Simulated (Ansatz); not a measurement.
Molecule: CH2F3Si, net charge 0, doublet state. It need not be the lowest isomer of its formula. 
Structure (B3LYP-D3(BJ)/def2-TZVP (Ansatz, a program for electronic structure) minimum search):
```xyz
7

Si    -0.0021     0.0000     0.0001
F      0.4454     1.4115    -0.5583
F      0.4528    -1.1084    -1.0337
F      0.8260    -0.2464     1.3276
C     -1.7938    -0.0585     0.2733
H     -2.3620     0.8159     0.5648
H     -2.3629    -0.9744     0.1741
```
Charge 0, spin multiplicity 2.

Basis-set convergence of Hartree-Fock and CCSD correlation energies (hartree) with Ansatz. Valence correlation only, unless marked. Open shells are spin-unrestricted. Spin-orbit coupling is left out. Non-relativistic.

| basis | functions | E(HF) | E(corr, CCSD) |
|---|---|---|---|
| cc-pV(D+d)Z | 89 | -626.46531 | -0.78489 |
| cc-pV(T+d)Z | 187 | -626.62252 | -1.01903 |
| cc-pV(Q+d)Z | 344 | -626.65868 | -1.10273 |
| cc-pV(5+d)Z | 574 | -626.66681 | -1.13352 |

Extrapolating the two largest sets (X = 4 and 5) as X^-3: E(corr) = (125·(-1.13352) - 64·(-1.10273))/61 = -1.1658 Eh, an estimate of the basis-set limit. The largest set recovers 97.2 % of it, the smallest 67.3 %.
